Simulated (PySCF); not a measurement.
Vertical excitations of a molecule C5H7N from TDA-CAM-B3LYP/def2-SVPD in PySCF 2.14.0, as energy in eV (oscillator strength): 4.94 (0.004), 6.11 (0.604), 6.83 (0.012), 7.39 (0.000), 7.46 (0.029), 7.52 (0.003), 7.56 (0.011), 7.83 (0.001), 7.83 (0.003), 7.99 (0.000). Lowest triplet (TDA): 3.27 eV. The structure is a stationary point at PBE0-D3(BJ)/def2-SVP. Other conformers were not sampled.

Which molecule gave these data?
A) C=C=C1CNC1
B) C[C@@H]1C=CC=N1
C) C=C1C=NCC1
D) C=CN1C=CC1

C, C=C1C=NCC1
